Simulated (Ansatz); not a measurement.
Coupled-cluster diagnostics for PdS₂⁺ (the lowest doublet isomer of a short search), Ansatz.

Geometry of the doublet (PBE-D4/def2-TZVP):

```tsv
atom	x (Å)	y (Å)	z (Å)
Pd1	-1.306	0.008	-0.412
S2	0.943	-0.078	-0.715
S3	0.363	0.070	1.127
```

In the def2 sets Pd takes a core potential; there is no spin–orbit coupling. Correlated methods freeze 10 core orbitals; core or outer-core shells of Pd are correlated, in sets that lack core-valence functions. The structure comes from a short search, and lower isomers may exist.

Geometry of the charge 1 quartet (PBE-D4/def2-TZVP):

```xyz
3

Pd   -0.140   -1.014   -1.034
S    -0.339   -0.115    1.183
S     0.480    1.129   -0.148
```

(1) Estimate the CCSD(T) correlation energy, the shares of MP2 and (T), T1 and the reference's ⟨S²⟩ for: charge 1, doublet, own geometry in def2-TZVPP; charge 1, quartet, own geometry in def2-TZVPP; and the rough time on 4 threads of Intel Xeon on a shared host.

Results:

(1) 
| state | basis | correlation (eV) | MP2 share (%) | (T) share (%) | T1 | ⟨S²⟩ (pure) | wall time | remarks |
| --- | --- | --- | --- | --- | --- | --- | --- | --- |
| charge 1, doublet, own geometry | def2-TZVPP | -27.432 | 94.3 | 5.0 | 0.053 | 1.36 (0.75) | 37 s | large T1, spin-contaminated |
| charge 1, quartet, own geometry | def2-TZVPP | -26.205 | 95.6 | 4.3 | 0.025 | 3.82 (3.75) | 37 s | – |
Customary marks for T1 are 0.02 (closed shells), 0.045 (open shells) and about 0.05 (3d metals). T1 exceeds 0.02 in 2 of 2 rows and 0.045 in 1; the higher it lies, the less the single-reference result can be trusted.
